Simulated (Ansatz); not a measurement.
`FBB(F)F`. The species carries charge 0 and has multiplicity 1.

Cartesian coordinates in Å:
```
F -0.077 -0.072 -1.896
B -0.447 -0.354 -0.659
B 0.413 0.327 0.665
F 0.056 1.476 1.210
F 1.444 -0.288 1.217
H -1.389 -1.090 -0.537
```

**Question.** List the harmonic frequencies (cm⁻¹, unscaled) at PBE0-D4/def2-TZVP in Ansatz. (Best estimate.)

**Answer.** Computed: 46, 202, 214, 439, 623, 751, 847, 1109, 1250, 1371, 1404, 2590.

**Question.** Is this a minimum?

**Answer.** Yes, all 12 modes are real.

**Question.** Give the ideal-gas thermochemistry at 298.15 K and 1 bar (rigid rotor, harmonic oscillator; point group Cs, symmetry number 1).

**Answer.** Zero-point energy 64.9 kJ/mol; H(298) − E = 81.6 kJ/mol; entropy 317.7 J/(mol·K), of which translation 163.4, rotation 108.6, vibration 45.6; G(298) − E = -13.2 kJ/mol. Modes under 100 cm⁻¹ are hindered rotations or soft bends, so the harmonic entropy is rough.

**Question.** Rotational constants (cm⁻¹)?

**Answer.** 0.2958, 0.1024, 0.08294.
